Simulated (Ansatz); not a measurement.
This geometry of BClH3NO + H4OSi (13 atoms, charge 0, multiplicity 1) is a first-order saddle point.

Theory: Ansatz, RKS PBE/def2-SVP.

```xyz
13
Properties=species:S:1:pos:R:3
B -0.141 -0.021 0.443
N 0.248 0.085 1.932
H -0.336 -0.455 2.578
H 1.239 -0.117 2.108
O 0.936 -0.290 -0.391
H 0.659 -0.409 -1.315
Cl -1.743 -0.913 0.109
O -0.529 1.634 0.455
Si -1.972 2.407 -0.035
H -2.214 2.063 -1.473
H -3.142 2.015 0.820
H -1.736 3.883 0.111
H -0.181 1.380 1.509
```

Q: Which two structures does it join? (They come from a converged band through this point; their orientation in space is the band's.)

A: Bonds broken: O8–H13. Bonds formed: B1–O8, N2–H13. BClH3NO + H4OSi becomes BClH7NO2Si.

First end point:

```xyz
13
Properties=species:S:1:pos:R:3
B 0.194 -0.670 0.409
N 0.164 -0.108 1.717
H -0.632 -0.258 2.337
H 1.041 0.076 2.209
O 1.369 -0.732 -0.276
H 1.250 -1.044 -1.190
Cl -1.350 -1.214 -0.323
O -0.550 2.531 0.664
Si -2.145 2.696 0.178
H -2.426 2.053 -1.159
H -3.112 2.104 1.178
H -2.412 4.169 0.053
H -0.302 1.659 1.055
```

Last end point:

```xyz
13
Properties=species:S:1:pos:R:3
B -0.155 0.300 0.314
N 0.244 0.140 1.917
H -0.596 0.209 2.508
H 0.680 -0.781 2.073
O 1.025 -0.119 -0.335
H 0.996 0.130 -1.273
Cl -1.641 -0.924 0.168
O -0.572 1.647 0.118
Si -2.108 2.266 -0.149
H -2.722 1.788 -1.435
H -3.047 1.970 0.994
H -1.932 3.759 -0.227
H 0.915 0.878 2.179
```

Q: How far does it lie above each of them?

A: 53.6 kJ/mol above the first and 105.3 kJ/mol above the second. This is the barrier of this one path; another mechanism may lie lower. The orbitals stay closed-shell, which can raise the energy where a bond breaks towards radicals; this wasn't checked here.

Time of the run: 4.1 min on 4 threads of Intel(R) Xeon(R) 6975P-C (Granite Rapids), on a shared host, peak memory 0.2 GiB.
